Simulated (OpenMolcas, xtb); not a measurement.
**GaNH3 (SMILES [NH2][GaH]): the electronic atomisation energy, rung by rung**

GaNH3: 5 atoms, total charge 0, spin state doublet. SMILES: `[NH2][GaH]`. The shape is that of a PBE0-D4/def2-TZVP optimisation. This is one conformer, not always the lowest.

Each level gives the electronic atomisation energy (eV). The values are calculated. Electronic energies at fixed atoms, without zero-point motion or spin-orbit coupling.

| level | kind | program | value (eV) | CPU time (all runs) |
| --- | --- | --- | --- | --- |
| GFN1-xTB | semi-empirical | xtb | 22.04 | under 2 s |
| UHF/def2-TZVP | Hartree–Fock | OpenMolcas | 8.85 | 29 s |
| USVWN5/def2-TZVP | LDA | OpenMolcas | 15.44 | 51 s |
| UBLYP/def2-TZVP | GGA | OpenMolcas | 13.25 | 73 s |
| UTPSS/def2-TZVP | meta-GGA | OpenMolcas | 13.58 | 1.7 min |
| UPBE0/def2-TZVP | global hybrid | OpenMolcas | 13.21 | 74 s |

All-electron rows without a relativistic Hamiltonian named are non-relativistic. The values span 8.85 to 22.04 eV. GFN1-xTB: no spin polarisation, so open shells miss the exchange term that lowers them. Times are those of the runs behind each value, whatever else they computed, on shared processors of several kinds: orders of magnitude only.
